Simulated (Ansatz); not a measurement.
Stepwise reaction of `N[SiH3]` with ammonia, as a gas-phase model of exchange steps in deposition or etching. ΔE in kJ/mol; ΔG adds harmonic PBE0-D4 terms to CCSD(T)/CBS, at 1 bar.

Program: Ansatz. Geometries: PBE0-D4/def2-TZVP. ΔE: electronic, gas phase. CCSD(T)/CBS adds triple-zeta CCSD(T) − MP2 to the extrapolated MP2 energy (def2 sets, frozen cores). This one scheme is used for every species. Functionals use def2-TZVPP. B3LYP here is the variant with VWN-RPA as its local correlation; programs differ in this. One conformer a species, not always the lowest.

| step | reaction | PBE-D4 | B3LYP-D4 | ωB97M-V | CCSD(T)/CBS | ΔG(400 K) |
| --- | --- | --- | --- | --- | --- | --- |
| 2 | `N[SiH2]N` + NH₃ → `N[SiH](N)N` + H₂ | -47.1 | -49.6 | -51.3 | -50.6 | -52.2 |
| 3 | `N[SiH](N)N` + NH₃ → `N[Si](N)(N)N` + H₂ | -38.4 | -42.5 | -43.4 | -42.5 | -42.9 |

Give the row of step 1, `N[SiH3]` + NH₃ → `N[SiH2]N` + H₂. (Best estimate.)

Ansatz gave: 
```tsv
step	reaction	PBE-D4	B3LYP-D4	ωB97M-V	CCSD(T)/CBS	ΔG(400 K)
1	`N[SiH3]` + NH₃ → `N[SiH2]N` + H₂	-40.9	-43.5	-44.6	-44.7	-42.6
```

By hand: ΔE of the 3 steps together at CCSD(T)/CBS.

(-44.7) + (-50.6) + (-42.5) = -137.8 kJ/mol, or -45.9 kJ/mol a step.

In ΔE step 2 is the lowest and step 3 the highest. All are downhill at CCSD(T)/CBS. ΔG lies between -52.2 and -42.6 kJ/mol a step. PBE-D4 differs from CCSD(T)/CBS by 3.5 to 4.1 kJ/mol a step. Isolated molecules leave out the surface, adducts and barriers. Largest T1 diagnostic: 0.010.
